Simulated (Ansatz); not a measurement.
The inner images of a band of ClFGeH2 (5 atoms, charge 0, multiplicity 1) are given out of order.

Level of theory: RKS B3LYP-D4/def2-SVP (Ansatz 0.2.0).

First end point:

```xyz
5
Properties=species:S:1:pos:R:3
Ge 0.335 -0.055 0.089
Cl 0.686 -0.003 2.218
H 1.677 0.046 -0.645
F -0.573 1.377 -0.308
H -0.555 -1.258 -0.244
```

Last end point:

```xyz
5
Properties=species:S:1:pos:R:3
Ge -0.274 -0.320 -0.861
Cl 1.500 -0.209 1.429
H 2.457 0.440 0.848
F -0.920 1.297 -0.521
H -1.194 -1.102 0.215
```

**Question.** Put them in order from the first end to the last, with their energies above the first end.
A.
```xyz
5
Properties=species:S:1:pos:R:3
Ge 0.292 -0.057 0.053
Cl 0.849 -0.032 2.147
H 1.733 0.075 -0.420
F -0.649 1.343 -0.397
H -0.656 -1.223 -0.273
```
B.
```xyz
5
Properties=species:S:1:pos:R:3
Ge -0.029 -0.153 -0.775
Cl 1.474 -0.015 1.750
H 2.097 0.134 0.623
F -0.944 1.320 -0.437
H -1.029 -1.180 -0.049
```
C.
```xyz
5
Properties=species:S:1:pos:R:3
Ge 0.245 -0.060 -0.231
Cl 1.105 -0.055 1.979
H 1.738 0.093 0.085
F -0.755 1.354 -0.447
H -0.764 -1.225 -0.275
```
D.
```xyz
5
Properties=species:S:1:pos:R:3
Ge 0.259 -0.058 -0.050
Cl 0.987 -0.048 2.051
H 1.759 0.090 -0.164
F -0.709 1.343 -0.443
H -0.726 -1.220 -0.283
```
E.
```xyz
5
Properties=species:S:1:pos:R:3
Ge 0.230 -0.060 -0.435
Cl 1.226 -0.056 1.913
H 1.696 0.087 0.312
F -0.792 1.360 -0.426
H -0.791 -1.224 -0.253
```
F.
```xyz
5
Properties=species:S:1:pos:R:3
Ge 0.125 -0.089 -0.670
Cl 1.411 -0.027 1.818
H 1.784 0.080 0.524
F -0.859 1.348 -0.407
H -0.891 -1.205 -0.155
```
G.
```xyz
5
Properties=species:S:1:pos:R:3
Ge -0.160 -0.220 -0.817
Cl 1.457 -0.043 1.586
H 2.394 0.222 0.739
F -0.994 1.304 -0.468
H -1.127 -1.157 0.070
```

**Answer.** A (+3.9 kcal/mol), D (+18.1 kcal/mol), C (+41.0 kcal/mol), E (+52.1 kcal/mol), F (+43.0 kcal/mol), B (+39.1 kcal/mol), G (+37.0 kcal/mol).

Run time: 2.9 min on 1 thread of Arm Neoverse V2, on a shared host, peak memory 0.15 GiB.
